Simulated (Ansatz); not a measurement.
Molecule: AsH2, net charge 0, doublet state. SMILES: [AsH2]
Structure (B3LYP-D3(BJ)/def2-TZVP (Ansatz, an electronic-structure program) minimum search):
```
As
H 1 1.5300
H 1 1.5300 2 90.76
```
Charge 0, spin multiplicity 2.

Property: vertical electron affinity (to the singlet state of charge -1; a negative value means that the extra electron is unbound and the number depends on the basis; each state is the SCF solution reached for its spin), in eV. Correlated levels leave the core frozen unless marked. UHF or UKS for open shells. No spin-orbit coupling. The frozen core is the preceding noble-gas configuration, with the filled d and f shells of earlier blocks. Non-relativistic. Anions need diffuse functions: aug- sets have them; def2-D sets add few. CBS marks a two-point X^-3 extrapolation of the correlation energy; Hartree-Fock from the larger set.

| level | program | vertical electron affinity (eV) |
|---|---|---|
| BHLYP/def2-TZVPD | Ansatz | (withheld) |
| CCSD/def2-QZVPPD | Ansatz | 1.06 |
| CCSD(T)/CBS(aug-cc-pVTZ,aug-cc-pVQZ) | Ansatz | (withheld) |

Task: Some entries are withheld; supply them.

Result: 
- BHLYP/def2-TZVPD, vertical electron affinity (eV): 0.84
- CCSD(T)/CBS(aug-cc-pVTZ,aug-cc-pVQZ), vertical electron affinity (eV): 1.29
